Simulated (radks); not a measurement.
Charge is removed step by step from the 5d (averaged over the sub-levels emptied) level of Ta+, starting from [Xe] 4f14 5d3 6s1. Method: Dirac Kohn-Sham, PBE, spin-unpolarised, spherical densities, finite nucleus; open shells are shared between the two j in proportion to 2j + 1; Fermi nuclear charge, rms radius 5.3507 fm; computed with a radial shooting solver on a logarithmic mesh with Libxc functionals.

removed (e),E - E(0) (eV),eigenvalue (eV),E minus straight line (eV)
0,0.000,-10.490,0.000
0.1,1.094,-11.390,-0.429
0.2,2.279,-12.309,-0.768
0.3,3.556,-13.244,-1.014
0.4,4.928,-14.197,-1.165
0.5,6.396,-15.167,-1.221
0.6,7.962,-16.152,-1.178
0.7,9.627,-17.153,-1.036
0.8,11.393,-18.169,-0.794
0.9,13.261,-19.200,-0.449
1,15.234,-20.245,0.000

Removing the whole electron costs 15.234 eV by Delta-SCF, against 10.490 eV from minus the eigenvalue at the starting occupation. Slater's transition state (half an electron removed) gives 15.167 eV. Integrating minus the eigenvalue over the occupation (Janak's theorem) gives 15.234 eV. The mean slope of the eigenvalue, de/dn, is 9.75 eV per electron.
